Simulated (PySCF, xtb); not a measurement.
C5H5Cl, SMILES C=C=C/C=C/Cl. Other conformers were not sampled.

Harmonic wavenumbers (cm⁻¹) from GFN2-xTB in xtb at its own minimum, in rising order: 96, 97, 214, 252, 301, 348, 540, 612, 728, 825, 856, 860, 955, 982, 992, 1159, 1189, 1276, 1320, 1431, 1625, 2062, 3037, 3066, 3069, 3078, 3089.

### Question
What does PBE0-D3(BJ)/def2-SVP in PySCF give at its own minimum? (The exact figures need the calculation; the answer reports its results.)

### Answer
61, 103, 226, 276, 318, 382, 591, 670, 839, 876, 886, 906, 971, 977, 983, 1149, 1249, 1305, 1355, 1473, 1699, 2075, 3136, 3170, 3212, 3225, 3225. Paired by order, the mean absolute difference is 52 cm⁻¹ and the zero-point energies are 48.7 and 50.5 kcal/mol.
